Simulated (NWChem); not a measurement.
# SnSi2H8; SMILES [SiH3][SnH2][SiH3]

Computed with NWChem. Geometry: optimised at PBE0/def2-SVP. No frequency run checked for a minimum. def2 effective core potentials on Sn; no spin-orbit coupling. Vertical excitations in the gas phase; the lowest state need not have the same character in each row.

For level PBE0/def2-SVP, full TDDFT:

```yaml
lowest excitation, singlet (eV): 6.61
lowest state with f > 0.02, singlet (eV): 6.68
orbital gap (eV): 7.52
```

**Question.** Estimate the same quantities for level PBE/def2-SVP, full TDDFT.

**Answer.** The lowest excitation, singlet (eV) is 6.23, the lowest state with f > 0.02, singlet (eV) is 6.35 and the orbital gap (eV) comes out as 5.71.
